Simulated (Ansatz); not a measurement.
`[CH3][GeH]([Cl])[C]#N` → acetonitrile + `[Cl][GeH]` at 298.15 K and 1 bar (germylene formation by 1,1-elimination).

Program: Ansatz. Geometries: PBE0-D4/def2-TZVP. ΔE: electronic, gas phase. CBS: MP2 limit from def2 TZ/QZ plus the TZ coupled-cluster correction, frozen cores. This one scheme is used for every species. For Ge outer-core shells are correlated without core-valence functions, which leaves a few kJ/mol of doubt a bond. Scalar relativity is left out up to krypton.

| species | CCSD(T)/CBS energy (Eh) | H − E (kJ/mol) | S (J/(mol·K)) |
| --- | --- | --- | --- |
| `[CH3][GeH]([Cl])[C]#N` | -2669.14278 | 164.9 | 360.5 |
| `CC#N` | -132.59492 | 131.1 | 242.3 |
| `[Cl][GeH]` | -2536.49422 | 29.1 | 264.4 |

H − E and S are ideal-gas, rigid-rotor, harmonic terms from PBE0-D4/def2-TZVP, for one conformer and one mirror image of each species. 1 Eh = 2625.50 kJ/mol, R = 8.31446 J/(mol·K).

Problem. By hand: ΔE, ΔH, ΔS and ΔG.

Solution. ΔE = (-132.59492) + (-2536.49422) − (-2669.14278) = 0.05364 Eh = 140.8 kJ/mol. Δ(H − E) = 131.1 + 29.1 − 164.9 = -4.7, so ΔH = 136.1 kJ/mol. ΔS = 242.3 + 264.4 − 360.5 = 146.2 J/(mol·K). ΔG = 136.1 − 298.15 × (146.2)/1000 = 92.5 kJ/mol.

Problem. By hand: the equilibrium constant, and the temperature at which ΔG would vanish if ΔH and ΔS stayed fixed.

Solution. log₁₀ K = −ΔG/(RT ln 10) = -16.2. ΔG = 0 at ΔH/ΔS = 931 K.

The number of gas molecules changes by +1, which sets the sign of ΔS. A doubt of 5 kJ/mol in ΔE shifts log₁₀ K by 0.9 here. Other conformers and mirror images would add mixing entropy, several J/(mol·K) or more a flexible species. These are equilibria of isolated gas molecules and say nothing of rates. Largest T1 diagnostic: 0.013 (customary marks: 0.02 for closed shells, 0.045 for open ones).
